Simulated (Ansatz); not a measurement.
The cluster W₂F₄. Charge 0, multiplicity 1. Geometry relaxed at r2SCAN-D4/def2-SVP.

Cartesian coordinates in Å:
```
W -0.0943 -0.3771 1.0250
W 0.0940 0.3770 -1.0259
F -1.8125 0.2294 1.5138
F 1.8127 -0.2295 -1.5135
F 0.8096 -2.0298 0.9238
F -0.8094 2.0301 -0.9233
```

In the def2 sets W takes a core potential; there is no spin–orbit coupling. The restricted singlet is unstable towards broken spin symmetry at other levels; at r2SCAN-D4/def2-SVP this wasn't settled. At PBE0-D4/def2-TZVP a triplet of charge 0 lies 0.39 eV below the restricted singlet, each at its own geometry. The structure comes from a short search, and lower isomers may exist.

Question: Estimate the harmonic wavenumbers at RKS r2SCAN-D4/def2-SVP (Ansatz, unscaled). Is this a minimum?

Answer: 57, 101, 126, 135, 170, 181, 191, 363, 654, 669, 680, 687 cm⁻¹. Yes, no mode is imaginary beyond noise. Zero-point energy 24.0 kJ/mol. It took 1.7 min on 2 threads of AMD EPYC 7R13 on a shared host.
